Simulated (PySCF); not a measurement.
**Structure revision by computed shifts**

A compound C7H11BO2 gives the data below (simulated from a calculation) and was assigned the structure `C=C(C)/C=C/[C@@H]1COBO1`.

13C{1H} NMR (computed): δ 156.2 (CH), 139.5 (CH), 131.3 (CH), 130.9 (C), 36.1 (CH), 30.5 (CH2), 24.5 (CH3).

1H NMR (400 MHz, computed): δ 6.88 (d, 1H), 5.73 (m, 1H), 5.72 (m, 1H), 3.61 (br s, 2H), 2.84 (m, 1H), 2.61 (m, 1H), 2.56 (m, 1H), 1.08 (d, 3H).

Non-relativistic, equivalent nuclei averaged, in vacuum, one conformer. Coordinates at the PBE0-D3(BJ)/def2-SVP level; σ from GIAO-B3LYP/pcSseg-1; PySCF 2.14.

Referencing at the same level of theory: 1H and 13C vs TMS.

Q: Compare with the shifts computed for the proposed structure, pairing carbons in order of shift.

A: Atoms are numbered as in `[CH2:1]=[C:2]([CH3:3])/[CH:4]=[CH:5]/[C@@H:6]1[CH2:7][O:8][BH:9][O:10]1`. Each H is labelled by its parent atom.

```tsv
atom	computed for proposal	given list	difference
C2	150.4	156.2	-5.8
C4	143.5	139.5	+4.0
C5	138.3	131.3	+7.0
C1	126.6	130.9	-4.3
C6	82.8	36.1	+46.7
C7	75.1	30.5	+44.6
C3	20.8	24.5	-3.7
```

The rms difference is 24.8 ppm and the largest +46.7 ppm at C6 (allylic sp3 CH bonded to O). The carbon types in order of shift don't match either: C, CH, CH, CH2, CH, CH2, CH3 for the proposal against CH, CH, CH, C, CH, CH2, CH3 in the data. The proposal doesn't fit.

Q: Which isomer fits?

A: `InChI=1S/C7H11BO2/c1-6-3-2-4-7(5-6)8(9)10/h2-3,5-6,9-10H,4H2,1H3/t6-/m0/s1`.

1. δC 156.2, 139.5, 131.3: alkene CH; as expected for a trigonal carbon in a double bond.
2. δC 130.9: fully substituted alkene carbon; an sp2 carbon of a C=C bond.
3. δC 30.5: allylic sp3 CH2; aliphatic region, no heteroatom directly attached.
4. δH 6.88, 5.73, 5.72: hydrogen on an alkene CH; a vinylic proton, deshielded by the sp2 carbon and the C=C anisotropy.

This is the structure that produced the data.

OH/NH shifts are gas-phase values; hydrogen bonding in solution moves them, usually downfield. A carbon bonded to boron is broadened by the quadrupolar boron nucleus and is often missing from a measured spectrum. Shifts are as computed. Against solution values, carbons near 30 ppm lie about +2 ppm off and those near 130 ppm about +6 ppm. Of 1309 compounds with measured shifts, 239 miss one by over three times the rms of a fit or turn the order of signals round; such compounds aren't used in these exercises. No couplings were computed; multiplicities are counted from neighbouring protons, with m where these are inequivalent, close in shift, in a saturated or five-membered ring or joined by F or P, and br s for small geminal =CH2 splittings.
